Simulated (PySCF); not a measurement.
# Working out the excitation energy of Cs

Cs [Xe] 6s1 (2S) → Cs [Xe] 5d1 (2D). All numbers are calculated (PySCF 2.14, the spin-free X2C one-electron Hamiltonian (Gaussian nucleus), in x2c-TZVPPall). Frozen: [Kr] 4d10. Energies in hartree (1 hartree = 27.21139 eV):

```
             part    Cs (lower)    Cs (upper)
              UHF  -7783.064920  -7783.001740
MP2 opposite-spin     -0.114138     -0.111651
    MP2 same-spin     -0.039856     -0.037729
```

Problem. What does Hartree-Fock give?

Solution. (-7783.001740) − (-7783.064920) = 0.063180 hartree = 1.719 eV.

Problem. What do MP2 and SCS-MP2 (6/5 opposite-spin, 1/3 same-spin) give?

Solution. The opposite-spin parts differ by 0.068 eV and the same-spin parts by 0.058 eV. MP2: 1.719 + (0.068) + (0.058) = 1.845 eV. SCS-MP2: 1.719 + 1.2 × (0.068) + (0.058)/3 = 1.820 eV.

Measured between the centres of the two terms (NIST): 1.805 eV, so MP2 (valence and next inner shell) is off by 0.040 eV.

What remains against the reference includes basis incompleteness, the frozen core and correlation beyond second order.
